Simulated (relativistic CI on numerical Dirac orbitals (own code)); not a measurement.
# Nb4+: 4p photoemission

Computed with this model: Dirac-Coulomb-Breit CI, orbitals from a KLI potential per configuration, model QED (radiative potential, 1s self-energy scaled to tabulated hydrogen-like ionisation energies), valence Slater integrals scaled by 0.7, multiplet model of photoemission in the sudden approximation; configurations [Kr] 4d → [Ar] 3d10 4s2 4p5 4d; 80 K; Lorentzian 0.84 eV and Gaussian 0.6 eV FWHM. Energies are those of the free ion, without screening or charge transfer. The energies are binding energies and can lie tens of eV above those of solids. S is read from ⟨S²⟩ = S(S + 1).

Field parameters in Wybourne normalisation: D3d B²₀ = −7Dσ, B⁴₀ = −14Dq − 21Dτ, B⁴₃ = −14√(10/7) Dq; D4h B²₀ = −7Ds, B⁴₀ = 21(Dq − Dt), B⁴₄ = 21√(5/14) Dq; Oh B⁴₀ = 21Dq, B⁴₄ = √(5/14) B⁴₀; Td as Oh with Dq negative (B⁴₀ = 21Dq, B⁴₄ = √(5/14) B⁴₀). The field is a parameter set, without covalency.

Computed curve for D4h, 10Dq = 14600, Ds = -1400, Dt = -220 cm⁻¹, scaled to 100 at the maximum (points under 2 are left out and the grid is thinned):

Energy (eV), Intensity and a bar:
```
     80.2        2.0 
     80.4        2.2 
     80.7        2.5 
     80.9        2.8 
     81.2        3.2 
     81.4        3.6 
     81.7        4.3 #
     81.9        4.9 #
     82.2        6.1 #
     82.4        7.2 ##
     82.7        9.5 ##
     82.9       11.9 ###
     83.2       17.7 #####
     83.4       24.2 #######
     83.7       40.4 ############
     83.9       55.5 ################
     84.2       78.2 #######################
     84.4       89.4 ###########################
     84.7       98.8 ##############################
     84.9      100.0 ##############################
     85.1       97.0 #############################
     85.4       87.8 ##########################
     85.6       80.0 ########################
     85.9       67.1 ####################
     86.1       58.4 #################
     86.4       48.7 ##############
     86.6       47.5 ##############
     86.9       53.5 ################
     87.1       60.1 ##################
     87.4       68.0 ####################
     87.6       68.4 ####################
     87.9       61.0 ##################
     88.1       54.2 ################
     88.4       44.6 #############
     88.6       37.9 ###########
     88.9       27.5 ########
     89.1       21.8 ######
     89.4       16.2 ####
     89.6       13.7 ####
     89.9       10.5 ###
     90.1        8.6 ##
     90.3        7.2 ##
     90.6        5.4 #
     90.8        4.6 #
     91.1        3.6 
     91.3        3.2 
     91.6        2.7 
     91.8        2.4 
     92.1        2.1 
     94.8        2.1 
     95.1        2.9 
     95.3        3.9 #
     95.6        6.5 #
     95.8        8.9 ##
     96.1       11.2 ###
     96.3       10.5 ###
     96.6        7.2 ##
     96.8        5.0 #
     97.1        2.9 
     97.3        2.2
```

The ground state has S = 0.50, and the centroid lies at 86.43 eV.
